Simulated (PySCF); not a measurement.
Match the calculated data to a structure.

All candidates are C6H3F3OS.

* 1H NMR: chemical shifts (computed TMS as zero) by class: 8.24 (1 H), 7.91 (1 H), 7.39 (1 H) ppm [GIAO PBE0/pcSseg-1]
* Dipole: 4.50 D [PBE0/pcSseg-1]
* 13C NMR: chemical shifts (computed TMS as zero) by class: 177.7 (1 C), 149.1 (1 C), 147.1 (1 C), 144.0 (1 C), 133.6 (1 C), 126.6 (1 C) ppm [GIAO PBE0/pcSseg-1]
* NMR, other nuclei: isotropic shieldings of nuclei other than C and H, by class: -257 (1 O), 255 (3 F), 249 (1 S) ppm [GIAO PBE0/pcSseg-1]
* Rotational structure: rotational constants A, B, C: 2.034, 0.666, 0.550 GHz [GFN2-xTB]

The electronic properties come from PySCF, for the isolated species, density fitting. Levels stand in brackets. The structure is a single GFN2-xTB conformer in the gas phase; no vibrational or solvent corrections. NMR classes are plain means over equivalent atoms (diastereotopic ones count apart unless rotation or inversion swaps them), as if these changed places fast.

Question: Which candidate is it?
A. `FC(F)(F)c1coccc1=S`
B. `O=C(c1cccs1)C(F)(F)F`
C. `FC(F)(F)c1cc(=S)cco1`

Answer: B. It is `O=C(c1cccs1)C(F)(F)F`. Numbering: `[O:1]=[C:2]([c:3]1[cH:4][cH:5][cH:6][s:7]1)[C:8]([F:9])([F:10])[F:11]`. Its formula, C6H3F3OS, gives 4 degrees of unsaturation: 1 ring and 3 π bonds in the structure found (Kekulé form). 6 carbons fall into 6 classes; from least to most shielded: ketone carbonyl carbon [C2] (177.7 ppm), aromatic CH next to a ring sulfur [C6] (149.1 ppm), substituted aromatic carbon [C3] (147.1 ppm), aromatic CH carbon [C4] (144.0 ppm), aromatic CH carbon [C5] (133.6 ppm), CF3 carbon [C8] (126.6 ppm). Hydrogen classes from least to most shielded: 1 H on an aromatic CH carbon, C4 (8.24 ppm), 1 H on an aromatic CH next to a ring sulfur, C6 (7.91 ppm), 1 H on an aromatic CH carbon, C5 (7.39 ppm). The other shieldings belong to: -257 ppm, ketone oxygen [O1]; 255 ppm, fluorine of a CF3 group [F9/F10/F11]; 249 ppm, thiophene-type sulfur [S7]. The optimised geometry has point group Cs and is an asymmetric top.

The others, at the same levels:
- `FC(F)(F)c1coccc1=S` fails: its computed 13C shifts are 206.2 (1 C), 154.8 (1 C), 150.2 (1 C), 139.1 (1 C), 136.7 (1 C), 131.0 (1 C) ppm, 1H shifts are 7.95 (1 H), 7.34 (1 H), 7.30 (1 H) ppm and rotational constant A is 1.334 GHz (against 2.034 GHz).
- `FC(F)(F)c1cc(=S)cco1` fails: its computed 13C shifts are 212.3 (1 C), 152.0 (1 C), 151.2 (1 C), 136.3 (1 C), 133.6 (1 C), 129.3 (1 C) ppm, 1H shifts are 7.58 (1 H), 7.39 (1 H), 7.33 (1 H) ppm and rotational constant A is 1.921 GHz (against 2.034 GHz).

Each candidate is one conformer, not necessarily the lowest. The conformers computed, where there is a choice (atom-mapped SMILES and torsion angles):
- `[O:1]=[C:2]([c:3]1[cH:4][cH:5][cH:6][s:7]1)[C:8]([F:9])([F:10])[F:11]`: O1–C2–C3–C4 180°, O1–C2–C8–F9 -1°
- `[F:1][C:2]([F:3])([F:4])[c:5]1[cH:6][o:7][cH:8][cH:9][c:10]1=[S:11]`: F1–C2–C5–C6 119°
- `[F:1][C:2]([F:3])([F:4])[c:5]1[cH:6][c:7](=[S:8])[cH:9][cH:10][o:11]1`: F1–C2–C5–C6 120°
